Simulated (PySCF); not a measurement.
# TaF₄: from structure and modes to constants

All numbers come from UB3LYP/[Ta def2-SVP with ECP60, F def2-SVP], scalar-relativistic core potentials, density fitting, no spin–orbit coupling, PySCF.

The doublet minimum has D2d symmetry. Masses (u): Ta 180.94800, F 18.99840.

```xyz
5
charge 0 multiplicity 2, angstrom
Ta    0.0000    0.0000    0.0000
F     0.0000    1.7656   -0.6415
F     0.0000   -1.7656   -0.6415
F     1.7656    0.0000    0.6415
F    -1.7656    0.0000    0.6415
```

Harmonic wavenumbers (cm⁻¹): 153.7 (a1, ×1), 157.4 (e, ×2), 163.4 (b2, ×1), 231.7 (b1, ×1), 681.4 (b2, ×1), 696.0 (e, ×2), 707.0 (a1, ×1).

(1) Find the principal moments of inertia and the rotational constants. What kind of rotor is it?

(2) What is the harmonic zero-point energy?

Answers

(1) About the centre of mass I = 149.72, 149.72, 236.89 u Å². With B = 16.8576/I this gives 0.1126, 0.1126, 0.07116 cm⁻¹. The molecule is an oblate symmetric top.

(2) Half the sum of all 9 wavenumbers, 3644/2 = 1822 cm⁻¹, which is 21.8 kJ/mol (1 cm⁻¹ = 0.0119627 kJ/mol).

This need not be the most stable arrangement of these atoms. Other spin states or occupations of the open shell can lie lower. No spin–orbit coupling is included, which matters more the heavier the element.
